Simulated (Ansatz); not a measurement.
Frontier orbitals of `[CH2]1[SiH2][CH2][GaH]1`.

Charge 0, multiplicity 1. Correlated methods include outer-core shells of Ga, which these sets cover unevenly. Scalar relativity is left out up to krypton. The structure was optimised at the PBE0-D4/def2-TZVP level. Basis def2-TZVPP, Ansatz 0.2.0.

Orbital energies of one run (eV). Highest occupied ones, from the top: -6.89, -6.93, -8.20, -8.56, -9.92, -10.53, -11.28, -11.86, -13.34, -17.61, -19.15, -22.53, -22.62, -22.70. Empty: -1.78, 0.05, 0.22, 1.08, 1.36, 1.76.

Problem. Which functional gave them?
A. HSE06 (plane-wave form)
B. LC-ωPBE
C. ωB97M-V
D. BLYP

Solution. A. HOMO energies: HSE06 -6.89, ωB97M-V -9.44, LC-ωPBE -9.93, BLYP -6.00 eV.

LC-ωPBE has ω = 0.4 bohr⁻¹.
